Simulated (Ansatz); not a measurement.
FGeH$_{6}$N$_{3}$ (`[NH2][Ge]([NH2])([NH2])[F]`). Charge 0, multiplicity 1.

Z-matrix (Å, degrees):
```
Ge
N 1 1.802
N 1 1.819 2 106.1
N 1 1.818 2 106.1 3 134.6
F 1 1.743 2 117.0 3 -112.6
H 2 1.008 1 116.0 3 45.9
H 2 1.008 1 116.0 3 179.0
H 3 1.009 1 115.7 2 65.4
H 3 1.010 1 114.8 2 -164.8
H 4 1.010 1 115.0 2 165.7
H 4 1.009 1 115.7 2 -64.3
```

List the harmonic frequencies (cm⁻¹, unscaled) at PBE0-D4/def2-TZVP in Ansatz. (Estimate.)

Ansatz gave: 92, 177, 203, 215, 252, 261, 264, 365, 490, 510, 527, 684, 702, 733, 750, 849, 899, 914, 1568, 1569, 1574, 3576, 3577, 3589, 3675, 3676, 3691.

Is this a minimum?

Yes, all 27 modes are real.

Give the ideal-gas thermochemistry at 298.15 K and 1 bar (rigid rotor, harmonic oscillator; point group Cs, symmetry number 1).

Zero-point energy 211.6 kJ/mol; H(298) − E = 235.9 kJ/mol; entropy 364.3 J/(mol·K), of which translation 170.5, rotation 111.3, vibration 82.5; G(298) − E = 127.3 kJ/mol. Modes under 100 cm⁻¹ are hindered rotations or soft bends, so the harmonic entropy is rough.

And at 400, 500, 600, 800 and 1000 K?


```csv
T (K),H − E (kJ/mol),S (J/mol/K),G − E (kJ/mol)
400,250.1,405.1,88.1
500,265.7,439.9,45.8
600,282.5,470.4,0.2
800,318.6,522.3,-99.2
1000,357.3,565.5,-208.1
```
